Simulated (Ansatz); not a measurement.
Isolated molecules relaxed with PBE0-D4/def2-TZVP in Ansatz; ΔE leaves out vibrations. CCSD(T)/CBS adds triple-zeta CCSD(T) − MP2 to the extrapolated MP2 energy (def2 sets, frozen cores). This one scheme is used for every species. DFT in def2-TZVPP. Each species was taken in one conformer, which may not be the lowest.

Reaction (ligand exchange at the Si–C bond): `O[SiH2]C[Si](O)(F)F` + `F[Si](S)(Cl)Cl` → `O[SiH2]S[Si](F)(Cl)Cl` + `C[Si](O)(F)F`

| species | PBE0-D4 energy (Eh) |
| --- | --- |
| `O[SiH2]C[Si](O)(F)F` | -970.67084 |
| `F[Si](S)(Cl)Cl` | -1708.18826 |
| `O[SiH2]S[Si](F)(Cl)Cl` | -2074.03585 |
| `C[Si](O)(F)F` | -604.84760 |

Q: Work out ΔE.

A: ΔE = (-2074.03585) + (-604.84760) − (-970.67084) − (-1708.18826) = -0.02435 Eh = -15.3 kcal/mol. CCSD(T)/CBS gives -14.8 kcal/mol.

Largest T1 diagnostic among the species: 0.011.
